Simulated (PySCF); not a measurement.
PySCF 2.14 output of an unrestricted TPSS calculation on a single atom or ion in ANO-RCC-VTZP, with the spin-free X2C one-electron Hamiltonian (Gaussian nucleus):

```
SCF conv_tol = 1e-09
number electrons alpha = 32  beta = 28
    J. Tao, J. P. Perdew, V. N. Staroverov, and G. E. Scuseria.,  Phys. Rev. Lett. 91, 146401 (2003)
    J. P. Perdew, J. Tao, V. N. Staroverov, and G. E. Scuseria.,  J. Chem. Phys. 120, 6898 (2004)
    J. Tao, J. P. Perdew, V. N. Staroverov, and G. E. Scuseria.,  Phys. Rev. Lett. 91, 146401 (2003)
    J. P. Perdew, J. Tao, V. N. Staroverov, and G. E. Scuseria.,  J. Chem. Phys. 120, 6898 (2004)
cycle= 1 E= -9622.54355682936  delta_E= -0.0148  |g|= 0.173  |ddm|= 0.27
cycle= 2 E= -9622.53660112568  delta_E= 0.00696  |g|= 0.249  |ddm|= 0.152
cycle= 3 E= -9622.54866886963  delta_E= -0.0121  |g|= 0.0107  |ddm|= 0.103
cycle= 4 E= -9622.54870108817  delta_E= -3.22e-05  |g|= 0.000305  |ddm|= 0.00725
cycle= 5 E= -9622.54870115894  delta_E= -7.08e-08  |g|= 4.36e-05  |ddm|= 0.000827
cycle= 6 E= -9622.54870117891  delta_E= -2e-08  |g|= 3.1e-05  |ddm|= 0.000569
cycle= 7 E= -9622.54870119415  delta_E= -1.52e-08  |g|= 2.26e-05  |ddm|= 0.000572
cycle= 8 E= -9622.54870121221  delta_E= -1.81e-08  |g|= 4.95e-06  |ddm|= 0.00136
cycle= 9 E= -9622.54870121272  delta_E= -5.07e-10  |g|= 2.16e-07  |ddm|= 0.000268
converged SCF energy = -9622.54870121272  <S^2> = 6.0033162  2S+1 = 5.0013263
```

The run itself started from symmetry-adapted Hartree-Fock orbitals and held the occupation by maximum overlap, on a logarithmic radial grid, so the iterations belong to that start.

Which element, charge and spin multiplicity is this?

Nd (neodymium, neutral), multiplicity 5; the state was [Xe] 4f4 6s2, one real determinant.

⟨L²⟩ = 34.01 against 42 for a pure I term, so this real determinant mixes terms. Spin-orbit coupling, absent here, splits the open shell strongly.
